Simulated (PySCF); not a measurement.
# Electron correlation in B²⁺ (boron, charge +2)

[He] 2p1, 2P determinant (an excited configuration). Computed with PySCF 2.14 in def2-QZVPPD, with no relativity, point nucleus. Frozen: nothing; 3 electrons correlated.

```csv
level,correlation energy (mhartree)
CCSD,-20.18
(T),-0.02
CCSD(T),-20.20
```

Diagnostics: T1 = 0.0011, D1 = 0.0020, largest double amplitude 0.008.

Question: Is a single reference adequate?

Answer: Yes: T1 lies below 0.03 and no double amplitude reaches 0.07.

This basis was not built for core-valence correlation, so the inner-shell part is incomplete.
